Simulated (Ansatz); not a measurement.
Molecule: TaH5 (charge 0, singlet). SMILES: [TaH5]
Geometry: optimised at B3LYP-D3(BJ)/def2-TZVP (Ansatz, an electronic-structure program).

Quantity: atomisation energy (electronic, to ground-state atoms), in eV. Valence correlation only, unless marked. Open shells are spin-unrestricted. Spin-orbit coupling is left out. The frozen core is the preceding noble-gas configuration, with the filled d and f shells of earlier blocks. Past Kr the def2 sets carry scalar-relativistic core potentials. The coupled-cluster limit lacks core correlation, which all-electron functionals hold. CBS marks a two-point X^-3 extrapolation of the correlation energy; Hartree-Fock from the larger set.

The T1 diagnostic of CCSD in the largest basis is 0.027, which is high, so the coupled-cluster rows are less sure than usual.

| level | program | atomisation energy (eV) |
|---|---|---|
| B97M-V/def2-TZVPD | Ansatz | ___ |
| PBE0-D3(BJ)/def2-TZVP | Ansatz + dftd3 | ___ |
| CAM-B3LYP/def2-TZVPD | Ansatz | 15.18 |
| B2GP-PLYP/def2-TZVPD | Ansatz | 14.62 |
| CCSD(T)/CBS(def2-TZVPPD,def2-QZVPPD) | Ansatz | 15.05 |

Fill in the missing entries.


- B97M-V/def2-TZVPD, atomisation energy (eV): 15.48
- PBE0-D3(BJ)/def2-TZVP, atomisation energy (eV): 14.81
